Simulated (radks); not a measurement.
Charge is removed step by step from the 4s down level of As3+, starting from [Ar] 3d10 4s(up 1, down 1). All-electron calculation, scalar-relativistic Kohn-Sham, PBEsol, spin-polarised, spherical densities, point nucleus. Program: a radial shooting solver on a logarithmic mesh with Libxc functionals.

removed (e)  E - E(0) (eV)  eigenvalue (eV)  E minus straight line (eV)
0                    0.000          -44.462                       0.000
0.125                5.646          -45.885                      -0.619
0.25                11.470          -47.305                      -1.061
0.375               17.471          -48.721                      -1.325
0.5                 23.648          -50.133                      -1.413
0.625               30.002          -51.543                      -1.324
0.75                36.533          -52.954                      -1.059
0.875               43.240          -54.373                      -0.618
1                   50.123          -55.733                       0.000

Removing the whole electron costs 50.123 eV by Delta-SCF, against 44.462 eV from minus the eigenvalue at the starting occupation. Slater's transition state (half an electron removed) gives 50.133 eV. Integrating minus the eigenvalue over the occupation (Janak's theorem) gives 50.128 eV. In this scalar-relativistic scheme the density is built from large components alone, so the theorem holds only approximately. The mean slope of the eigenvalue, de/dn, is 11.3 eV per electron. Ionisation energy of As3+ in the NIST Atomic Spectra Database: 50.2 eV (measured).
